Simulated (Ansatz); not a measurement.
`[NH2][Cd][NH2]` from Hartree–Fock to CCSD(T)

```xyz
7

N    -0.756   -1.860    0.100
Cd    0.035   -0.018    0.062
N     0.934    1.767    0.218
H    -0.096   -2.582   -0.161
H    -1.556   -1.962   -0.512
H     0.529    2.356    0.935
H     0.911    2.301   -0.642
```

Charge 0, multiplicity 1. Correlated methods include outer-core shells of Cd, which these sets cover unevenly. Cd takes the def2 core potential. All single points use the PBE0-D4/def2-TZVP geometry. It is one conformer, not always the lowest. Frozen core, restricted reference, the Gaussian-basis code of Ansatz.

| basis | HF (Eh) | MP2 corr. | CCSD corr. | (T) | CCSD(T) total |
| --- | --- | --- | --- | --- | --- |
| def2-SVP | -277.93823 | ? | -0.74116 | -0.01980 | ? |
| def2-TZVPP | -278.11955 | ? | ? | -0.03897 | ? |
| def2-QZVPP | -278.12944 | ? | – | – | – |

Problem. Fill in the withheld values. (Best estimate.)

Solution. Ansatz gave: def2-SVP MP2 corr.: -0.73858; def2-SVP CCSD(T) total: -278.69919; def2-TZVPP MP2 corr.: -1.17092; def2-TZVPP CCSD corr.: -1.14796; def2-TZVPP CCSD(T) total: -279.30648; def2-QZVPP MP2 corr.: -1.28618.
